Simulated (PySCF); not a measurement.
C₃H₉ClSi, charge +1, doublet, at a GFN2-xTB geometry (a state made from the parent by changing its charge; the spin is typed, not shown lowest).

The PySCF input:
```python
from pyscf import gto, scf, cc

mol = gto.M(
    atom='''
C    -1.063886    1.456908   -1.066976
Si   -0.132996    0.048359   -0.223467
C     1.259517   -0.764009   -1.353533
C    -1.175983   -1.615979   -0.088415
Cl    0.653755    0.466388    1.572636
H    -1.466815    1.169119   -2.036468
H    -1.900205    1.805717   -0.461111
H    -0.421941    2.322834   -1.228993
H     1.745849   -1.583797   -0.836290
H     0.828339   -1.111830   -2.284807
H     1.973250    0.030659   -1.545273
H    -1.507892   -1.929075   -1.071254
H    -2.030014   -1.369737    0.534218
H    -0.590351   -2.401031    0.377247
''',
    basis='sto-3g',
    charge=1,
    spin=1,
    verbose=4,
)

mf = scf.UHF(mol)
mf.kernel()

mycc = cc.CCSD(mf)
mycc.level_shift = 0.2
mycc.kernel()
et = mycc.ccsd_t()
print('E(CCSD(T)) = %.10f' % (mycc.e_tot + et))
```

Q: Give the nuclear repulsion energy at the level CCSD(T)/STO-3G (PySCF).

A: 297.3495 Eh

Q: Give the SCF-reference <S^2> at the level CCSD(T)/STO-3G.

A: 0.786

Q: Estimate the number of basis functions that CCSD(T)/STO-3G returns for this input.

A: 42

Q: What SCF-reference HOMO energy does CCSD(T)/STO-3G give?

A: -15.39 eV

Q: What is the computed coupled-cluster correlation energy (without the perturbative part) (CCSD(T)/STO-3G)?

A: -0.2732 Eh

Q: What SCF-reference Mulliken (on the basis functions themselves) charges in atom order does CCSD(T)/STO-3G give?

A: C1 -0.36, Si2 0.98, C3 -0.28, C4 -0.28, Cl5 -0.23, H6 0.10, H7 0.11, H8 0.11, H9 0.14, H10 0.13, H11 0.15, H12 0.13, H13 0.15, H14 0.14

These values belong to the state on which the SCF converged, which isn't shown to be the lowest.
